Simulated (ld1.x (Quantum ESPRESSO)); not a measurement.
# How hard is this I ultrasoft potential?

```
Element                 : I
Generator               : ld1.x (Quantum ESPRESSO) 7.5
Type                    : ultrasoft
Functional              : PBE
Relativity              : scalar-relativistic
Frozen core             : [Kr]
Valence charge          : 17
Reference configuration : 4d10 5s1.5 5p5.5
Partial waves           : 5s (bound): rcut 1.20, rcutus 1.60 bohr; 5s channel at -0.85 Ry: rcut 1.20, rcutus 1.60 bohr; 5p (bound): rcut 1.80, rcutus 2.25 bohr; 5p channel at 0.8 Ry: rcut 1.80, rcutus 2.25 bohr; 4d (bound): rcut 0.85, rcutus 0.95 bohr; 4d channel at -3 Ry: rcut 0.85, rcutus 0.95 bohr
Local potential         : all-electron potential smoothed inside 1.55 bohr (lloc = -1)
Core correction         : none
Augmentation charge     : PSQ, radius 0.70 bohr
```

The pseudo-atom Hamiltonian at the reference potential is diagonalised in spherical Bessel functions j_l(qr) that vanish at 20 bohr, with q² up to the cutoff. All-electron valence levels (Ry): 5s -1.3062, 5p -0.5406, 4d -3.7440.

Task: How do the lowest levels (Ry) of each channel move with the cutoff, and are there ghosts?

Result:

| cutoff (Ry) | s #1 | s #2 | s #3 | p #1 | p #2 | d #1 | d #2 | f #1 | f #2 | Σ f·Δε (mRy) |
| --- | --- | --- | --- | --- | --- | --- | --- | --- | --- | --- |
| 8 | -1.4708 | -0.3002 | 0.0050 | -0.5375 | 0.0271 | -0.1537 | 0.0723 | 0.1156 | 0.2415 | 36168.5 |
| 25 | -6.4612 | -1.3054 | -0.0387 | -0.5406 | 0.0270 | -1.5814 | 0.0653 | 0.1156 | 0.2415 | 21628.4 |
| 50 | -7.1287 | -1.3061 | -0.0387 | -0.5407 | 0.0270 | -3.1802 | 0.0621 | 0.1156 | 0.2414 | 5639.0 |
| 100 | -7.1379 | -1.3062 | -0.0387 | -0.5407 | 0.0270 | -3.7337 | 0.0609 | 0.1156 | 0.2414 | 104.5 |
| 180 | -7.1379 | -1.3062 | -0.0387 | -0.5407 | 0.0270 | -3.7436 | 0.0609 | 0.1156 | 0.2414 | 4.9 |
| 400 | -7.1379 | -1.3062 | -0.0387 | -0.5407 | 0.0270 | -3.7441 | 0.0609 | 0.1156 | 0.2414 | 0.0 |

Result: ghost state, extra bound levels that the all-electron valence spectrum of the same l lacks: s at -97.1 eV (a true bound ghost makes a file unfit for plane-wave use); 10 mRy is reached at 160 Ry and 1 mRy at 300 Ry.

Test run stopped at test 4 of 7 (negative rho).
